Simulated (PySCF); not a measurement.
A structure optimised at PBE-D3(BJ)/def2-SVP, used in a PySCF frequency run:

```
Sn
F 1 1.9387
F 1 1.9387 2 104.02
F 1 1.9417 2 107.09 3 113.18
S 1 2.3992 2 114.87 3 -126.40
H 5 1.3666 1 88.53 2 -119.69
```

Task: Write its SMILES, formula and point group.

Result: [F][Sn]([F])([F])[SH], F₃HSSn, Cs

Task: What are its rotational constants (standard atomic weights)?

Result: 2.7566, 1.6549, 1.6235 GHz
